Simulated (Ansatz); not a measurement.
Cartesian coordinates (Å):
```xyz
5

Zn     0.0536    -0.0161     0.0945
O     -0.3361     1.4377     1.0454
H     -1.0742     1.9324     0.6435
O      0.6374    -1.4138    -0.8410
H      0.2239    -2.2408    -0.5309
```
Charge 0, multiplicity 1.

These are frozen-core CCSD(T)/def2-TZVPP // PBE-D3(BJ)/def2-SVP run with Ansatz (a first-principles code) values and carry that method's errors.

```yaml
HF energy: -1928.78817 Ha
MP2 correlation energy: -1.33444 Ha
```

Question: Estimate the CCSD correlation energy, the (T) correction, the total energy and the T1 diagnostic.

Answer: 
```json
{
 "CCSD correlation energy": "-1.25060 Ha",
 "(T) correction": "-0.03538 Ha",
 "CCSD(T) total energy": "-1930.07416 Ha",
 "T1 diagnostic": "0.017"
}
```
